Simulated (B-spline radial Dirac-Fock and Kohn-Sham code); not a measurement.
**Auger parameter of silver: the K level and its strongest K-LL line**

Calculated with a radial finite-basis atomic code, using relaxed Dirac-Fock hole states (ΔSCF) with Breit and QED corrections and a finite nucleus. The modified Auger parameter α′ is the binding energy plus the kinetic energy of the Auger electron; it does not depend on the energy zero. For free ions it tends to fall with charge, since less charge screens the final holes.

| species | configuration | binding 1s (eV) | Auger line | kinetic (eV) | α′ (eV) |
| --- | --- | --- | --- | --- | --- |
| Ag | [Kr] 4d10 5s1 | 25521.1 | L2L3 J=2 | 18492.9 | 44014.0 |
| Ag | [Kr] 4d9 5s1 5p1 | 25528.2 | L2L3 J=2 | 18484.4 | 44012.6 |
| Ag | [Kr] 4d9 5s2 | 25526.7 | L2L3 J=2 | 18485.7 | 44012.4 |
| Ag | [Kr] 4d10 5p1 | 25523.1 | L2L3 J=2 | 18491.4 | 44014.5 |
| Ag⁺ | [Kr] 4d10 | 25530.2 | L2L3 J=2 | 18482.4 | 44012.6 |
| Ag⁺ (Watson 2.2 Å) | [Kr] 4d10 | 25523.6 | L2L3 J=2 | 18489.0 | 44012.6 |
| Ag²⁺ | [Kr] 4d9 | 25546.5 | L2L3 J=2 | 18463.3 | 44009.8 |
| Ag²⁺ (Watson 1.8 Å) | [Kr] 4d9 | 25530.5 | L2L3 J=2 | 18479.2 | 44009.8 |
| Ag²⁺ (Watson 2.4 Å) | [Kr] 4d9 | 25534.5 | L2L3 J=2 | 18475.3 | 44009.8 |
| Ag³⁺ | [Kr] 4d8 | 25564.7 | L2L3 J=2 | 18442.4 | 44007.1 |
| Ag⁴⁺ | [Kr] 4d7 | 25584.6 | L2L3 J=2 | 18419.9 | 44004.5 |
| Ag⁵⁺ | [Kr] 4d6 | 25606.1 | L2L3 J=2 | 18395.9 | 44002.0 |
| Ag⁶⁺ | [Kr] 4d5 | 25629.1 | L2L3 J=2 | 18370.5 | 43999.6 |
| Ag⁷⁺ | [Kr] 4d4 | 25653.6 | L2L3 J=2 | 18343.6 | 43997.2 |
